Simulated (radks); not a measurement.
Values are calculated unless marked as measured or tabulated.
Removal energies from the titanium ion Ti10+, [Ne] 3s2, by Delta-SCF beside the eigenvalue of the level emptied. Code: a radial shooting solver on a logarithmic mesh with Libxc functionals. Model: non-relativistic Kohn-Sham, PBE, spin-polarised, spherical densities, point nucleus. Open shells are filled with parallel spins first.

[
 {"removed from": "3s", "final configuration": "[Ne] 3s1", "Delta-SCF (eV)": "263.84", "-eigenvalue (eV)": "252.45"},
 {"removed from": "2p", "final configuration": "[He] 2s2 2p5 3s2", "Delta-SCF (eV)": "715.51", "-eigenvalue (eV)": "679.85"},
 {"removed from": "2s", "final configuration": "[He] 2s1 2p6 3s2", "Delta-SCF (eV)": "796.68", "-eigenvalue (eV)": "765.24"},
 {"removed from": "1s", "final configuration": "1s1 2s2 2p6 3s2", "Delta-SCF (eV)": "5205.0", "-eigenvalue (eV)": "5085.5"}
]
